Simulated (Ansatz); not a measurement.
Cost and result for the atomization energy of `F[Si](F)(F)O[SiH3]` (9 atoms, 8 bonds).

Z-matrix (Å, degrees):
```
Si
F 1 1.570
F 1 1.570 2 107.8
F 1 1.568 2 108.1 3 116.6
O 1 1.585 2 111.3 3 -122.4
Si 5 1.646 1 156.2 2 57.6
H 6 1.482 5 109.1 1 61.1
H 6 1.482 5 109.1 1 -59.2
H 6 1.480 5 107.6 1 -179.1
```

The species carries charge 0 and has multiplicity 1. The structure was optimised at the PBE0-D4/def2-TZVP level. It is one conformer, not always the lowest. Program: Ansatz. All runs use 4 threads of an Arm Neoverse V1 on a shared host. Times are those of one run each, without the atoms' runs, and a repeat can differ threefold. Electronic energies, without spin–orbit coupling; frozen cores. CCSD(T)/CBS adds CCSD(T) − MP2 in def2-TZVPP to the MP2 limit, and its time is that of the two runs behind it. T1 = 0.011. HSE06 is the plane-wave form, built on full-range PBE exchange.

CCSD(T)/CBS is a level of theory with its own doubt, some kJ/mol a heavy atom from the limit and from the frozen cores, so smaller differences don't rank the functionals.

| level | functions | wall time | atomization (kcal/mol) | difference from CCSD(T)/CBS | per bond |
| --- | --- | --- | --- | --- | --- |
| LDA (SPW92)/def2-TZVPP | 250 | 1.4 s | 1002.2 | 107.9 | 13.5 |
| PBE0-D4/def2-TZVPP | 250 | 3.6 s | 868.3 | -26.0 | -3.3 |
| HSE06-D4/def2-TZVPP | 250 | 3.7 s | 868.7 | -25.6 | -3.2 |
| BHLYP-D4/def2-TZVPP | 250 | 3.7 s | 854.9 | -39.4 | -4.9 |
| CAM-B3LYP-D4/def2-TZVPP | 250 | 3.7 s | 890.7 | -3.6 | -0.4 |
| r2SCANh-D4/def2-TZVPP | 250 | 6 s | 879.0 | -15.3 | -1.9 |
| CCSD(T)/def2-SVP | 107 | 7.5 s | 809.5 | -84.8 | -10.6 |
| B97M-V/def2-TZVPP | 250 | 9 s | 886.9 | -7.4 | -0.9 |
| ωB97X-V/def2-TZVPP | 250 | 9 s | 888.6 | -5.7 | -0.7 |
| ωB97M-V/def2-TZVPP (with forces) | 250 | 13 s | 887.2 | -7.1 | -0.9 |
| MP2/def2-QZVPP | 458 | 21 s | 914.5 | 20.2 | 2.5 |
| CCSD(T)/def2-TZVPP | 250 | 4.1 min | 866.6 | -27.7 | -3.5 |
| CCSD(T)/CBS(def2) | – | 4.5 min | 894.3 | 0.0 | 0.0 |

From r2SCAN to r2SCAN0 (25 % exact exchange), in def2-TZVPP and without D4, the atomization energy moves by −18.9 kcal/mol: exact exchange takes away binding that semilocal exchange gives to molecules. In def2-TZVPP, CCSD(T) changes the Hartree–Fock value by +195.6 kcal/mol (the triples alone add +11.2 kcal/mol) and MP2 by +226.0 kcal/mol; breaking electron pairs costs correlation energy, which Hartree–Fock lacks. Leaving LDA and LC-ωPBE aside and taking each functional with its dispersion term where it has one, the values spread over 35.8 kcal/mol, from BHLYP-D4 to CAM-B3LYP-D4. LDA lies +122.4 kcal/mol from PBE without D4, its usual overbinding.
